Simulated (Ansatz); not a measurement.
One change: `C=NB(O)F` becomes `OBF`.

Ansatz, PBE0-D4/def2-TZVP geometries, multiplicity 1. Each molecule was computed in one conformer, which needn't be the lowest.

```
                                                                                  property  `C=NB(O)F`
                                                       LUMO energy (B3LYP/def2-TZVPP) / eV       -1.40
                                                       HOMO energy (B3LYP/def2-TZVPP) / eV       -7.44
ideal-gas entropy at 298 K and 1 bar (rigid rotor, harmonic PBE0-D4/def2-TZVP) / J/(mol·K)         308
                                                       HOMO–LUMO gap (PBE/def2-TZVPP) / eV        3.94
                                        size of the dipole moment (ωB97M-V/def2-TZVPP) / D        3.35
                                            size of the dipole moment (PBE/def2-TZVPP) / D        3.14
```

Q: Give the same properties after the change, and the shifts. (Best estimate.)

A: Ansatz gave: 
| property | `OBF` | shift |
| --- | --- | --- |
| LUMO energy (B3LYP/def2-TZVPP) / eV | 0.08 | 1.48 |
| HOMO energy (B3LYP/def2-TZVPP) / eV | -10.22 | -2.78 |
| ideal-gas entropy at 298 K and 1 bar (rigid rotor, harmonic PBE0-D4/def2-TZVP) / J/(mol·K) | 253 | -55 |
| HOMO–LUMO gap (PBE/def2-TZVPP) / eV | 8.06 | 4.12 |
| size of the dipole moment (ωB97M-V/def2-TZVPP) / D | 1.09 | -2.26 |
| size of the dipole moment (PBE/def2-TZVPP) / D | 1.13 | -2.01 |

With PBE0 the HOMO falls by 2.78 eV and the LUMO rises by 1.51 eV, so the gap widens by about 4.29 eV. PBE moves the HOMO by -2.51 eV and ωB97M-V by -2.86 eV. The zero-point energy changes by -59.5 kJ/mol with -9 modes. Dipoles are sizes alone; their direction can turn.

B3LYP here is the variant with VWN-RPA as its local correlation; programs differ in this.
